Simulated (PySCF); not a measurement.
## How methods differ on the ionisation energy of C⁺

C⁺ [He] 2s2 2p1 (2P) → C²⁺ [He] 2s2 (1S), as a difference of total energies. Calculation: PySCF 2.14, in def2-TZVP; the non-relativistic Hamiltonian (point nucleus). Correlated levels: valence: 1s2 frozen. The calculations carry no spin-orbit coupling.

| method | ionisation energy (eV) | error (eV) |
| --- | --- | --- |
| UHF | 24.170 | -0.208 |
| TPSS | 25.008 | +0.630 |
| PBE | 24.853 | +0.475 |
| MP2 (valence) | 24.372 | -0.006 |
| SCS-MP2 (valence) | 24.335 | -0.043 |
| CCSD (valence) | 24.203 | -0.175 |
| CCSD(T) (valence) | 24.234 | -0.144 |

Reference: 24.378 eV (measured; NIST levels, between the centres of gravity of the two terms).

Errors of the correlated levels include the incompleteness of this basis and the frozen core.

The coupled-cluster amplitudes are large for C²⁺ (T1 above 0.03 or a double amplitude above 0.15), so a single reference is strained.
